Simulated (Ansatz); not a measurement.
Mulliken charges of `B[S][GeH3]` from PBE/def2-TZVPP in Ansatz (PBE0-D4/def2-TZVP geometry).

| atom | x (Å) | y (Å) | z (Å) | charge (e) |
| --- | --- | --- | --- | --- |
| B1 | -0.826 | 1.150 | -1.025 | -0.053 |
| S2 | 0.846 | 0.575 | -0.946 | -0.189 |
| Ge3 | 0.714 | -0.888 | 0.746 | 0.165 |
| H4 | -1.668 | 0.744 | -0.282 | 0.017 |
| H5 | -1.070 | 1.966 | -1.860 | 0.025 |
| H6 | 0.270 | -0.143 | 2.011 | 0.013 |
| H7 | 2.120 | -1.477 | 0.924 | 0.010 |
| H8 | -0.293 | -1.983 | 0.376 | 0.013 |

By hand: the dipole of these point charges (1 e Å = 4.8032 D).

Σ q r = (-0.033, -0.297, 0.345) e Å, of length 0.456 e Å = 2.19 D.

How does the dipole of the full density compare? (Estimate.)

The calculation gave: (0.036, -0.199, 0.212) e Å, 1.41 D; the point charges give 1.55 times that, at 11° from its direction.

Point charges leave out the atoms' own dipoles, such as those of lone pairs, and Mulliken's split depends on the basis, so the two needn't agree.
